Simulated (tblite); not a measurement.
BCl3, singlet, at a GFN2-xTB geometry; GFN1-xTB (tblite).

Input for tblite:
```
$ tblite run mol.xyz --method gfn1 --charge 0 --spin 0 --grad --json tblite.json --no-restart

# file mol.xyz
4

B     -0.00012924     0.00017465    -0.01065182
Cl     0.02666439     1.72290836     0.02897049
Cl     1.47887022    -0.88426276    -0.03139692
Cl    -1.50549659    -0.83869697     0.00555932
```

Output, abridged:

```
xTB calculator
 | screened Coulomb repulsion
 | Coulomb electrostatics
 |  * isotropic Klopman-Ohno-Mataga-Nishimoto electrostatics
 |  * onsite third-order electrostatics
 | DFT-D3(BJ) dispersion correction

halogen bonding energy    0.0000000000000E+00 Eh
repulsion energy          4.7980462039097E-02 Eh
dispersion energy        -1.6933773519949E-03 Eh
number of electrons       2.4000000000000E+01 e
integral cutoff           2.1261634374110E+01 bohr

------------------------------------------------------------
  cycle        total energy    energy error   density error
------------------------------------------------------------
      1     -14.21906014869  -1.4265347E+01   4.3590845E-01
      2     -14.26639239912  -4.7332250E-02   2.4025922E-01
      3     -14.26676273121  -3.7033209E-04   1.0028897E-01
      4     -14.26680740066  -4.4669453E-05   2.2879706E-02
      5     -14.26722166751  -4.1426685E-04   6.2723796E-03
      6     -14.26725208728  -3.0419765E-05   1.0970695E-03
      7     -14.26725269095  -6.0367061E-07   5.3706864E-04
      8     -14.26725292118  -2.3022952E-07   9.8715697E-06
------------------------------------------------------------

electronic energy        -1.4313540005864E+01 Eh
total energy             -1.4267252921177E+01 Eh

Post processing:
 | Mayer-Wiberg bond orders

[Info] Tight-binding results written to 'tblite.txt'
[Info] JSON dump of results written to 'tblite.json'
```
